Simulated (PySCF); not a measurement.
CuCl, SMILES [Cl][Cu], multiplicity 1. Geometry optimised at PBE0-D3(BJ)/def2-TZVPD. The spin state was assumed, not searched.

Method: PBE0-D3(BJ)/def2-TZVPD run with PySCF 2.14.0.

Harmonic wavenumbers (cm⁻¹): 397. Rotational constants (GHz): 5.150 (linear); symmetry number 1.

**Question.** Work out the zero-point energy and the ideal-gas rigid-rotor harmonic-oscillator thermochemistry at 298.15 K and 1 atm.

**Answer.** ZPE = ½ Σ hcν = ½ × 397 cm⁻¹ = 2.37 kJ/mol. H − E(el) = 11.87 kJ/mol. Entropy in J/(mol K): translation 166.05, rotation 67.31, vibration 4.07, total 237.44. G − E(el) = -58.92 kJ/mol. Cp = 35.28 J/(mol K).
